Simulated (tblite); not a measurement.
Species: C3H11Si3 (doublet state).
Z-matrix (Å and degrees, GFN2-xTB geometry), rows numbered from 1:
```
Si
C   1  1.8152
C   2  1.3641  1  129.03
Si  3  1.8623  2  127.83  1     0.23
C   4  1.9122  3  112.05  2    89.10
Si  5  1.8919  4  116.53  3   -64.75
H   1  1.4553  2  117.51  3  -179.71
H   1  1.4484  2  126.76  3    -0.60
H   2  1.0894  1  113.96  3  -179.64
H   3  1.0851  2  116.29  1  -179.72
H   4  1.4738  3  108.41  2  -152.25
H   4  1.4733  3  111.72  2   -32.85
H   5  1.0908  4  108.16  3   172.54
H   5  1.0909  4  108.42  3    58.08
H   6  1.4675  5  110.68  4    59.50
H   6  1.4685  5  110.13  4   179.82
H   6  1.4673  5  110.34  4   -60.96
```

Computed values, GFN2-xTB/tblite, gas phase, harmonic and unscaled. Against measured fundamentals such values can be off by several per cent, at times by over 20. Modes of hydrogen on silicon can be 10 to 20 % off. One conformer, not necessarily the lowest. Open shells enter through the occupations alone, without spin polarisation, and single modes of such species can be off by tens of per cent.

Harmonic wavenumbers (cm⁻¹): 46.6, 61.5, 118.1, 137.8, 150.9, 182.5, 218.9, 274.9, 317.9, 344.8, 466.2, 489.1, 506.3, 535.1, 592.5, 612.7, 645.1, 694.2, 710.7, 744.4, 767.2, 791.6, 795.6, 808.7, 813.6, 826.2, 852.7, 868.0, 1026.5, 1136.7, 1192.1, 1337.4, 1447.1, 1458.4, 2151.8, 2168.4, 2213.9, 2219.0, 2228.0, 2336.4, 2395.5, 2952.4, 2964.4, 2974.4, 3006.9.

A = 2096, B = 1192, C = 862.5 MHz; mass 131.017 u (most abundant isotopes); point group C1, symmetry number 1; spin multiplicity 2.

Task: Zero-point energy?

Result: ½Σν̃ = 24792 cm⁻¹ = 70.88 kcal/mol.

Task: Entropy at 298.15 K, 1 bar (ideal gas, RRHO, classical rotation)?

Result: Translation 40.55, rotation 29.39, vibration 32.93, spin (R ln 2) 1.38: S = 104.2 cal/(mol K).

Task: And Cp and H(298.15 K) − H(0)?

Result: Cp = 42.83 cal/(mol K), of which vibrations give 34.88 (their classical limit is 45 R = 89.4); H(298.15 K) − H(0) = 7.62 kcal/mol without the zero-point energy, 5.25 from vibrations.

Task: What must be added to the electronic energy to get the Gibbs energy at 298.15 K and 1 bar?

Result: ZPE + [H(298.15 K) − H(0)] − T·S = 70.88 + 7.62 − 31.08 = 47.42 kcal/mol.

Task: How do the functions run with temperature in this model?

Result: 
```
T (K)  S (cal/(mol K))  Cp (cal/(mol K))  H − H(0) (kcal/mol)  G − H(0) (kcal/mol)  ln q(vib)
  100             72.0              20.0                 1.36                -5.84       1.88
  200             89.4              31.8                 3.94               -13.95       4.80
  300            104.5              43.0                 7.70               -23.66       7.77
  500            130.5              58.5                17.99               -47.24      13.59
  800            161.2              72.1                37.76               -91.19      21.52
 1000            177.9              77.9                52.79              -125.14      26.25
```

q(vib) and H(0) count from the zero-point level.

Task: Which modes carry the vibrational entropy at 298.15 K?

Result: 46.6 cm⁻¹: 4.96; 61.5 cm⁻¹: 4.41; 118.1 cm⁻¹: 3.13; 137.8 cm⁻¹: 2.83; 150.9 cm⁻¹: 2.66; 182.5 cm⁻¹: 2.30 cal/(mol K); the other 39 give 12.64 together.

Hindered rotation and anharmonicity are outside this model. Other conformers, if any are populated, would add a mixing term that is left out. The structure is chiral; the term R ln 2 for an equal mix with its mirror image is left out.
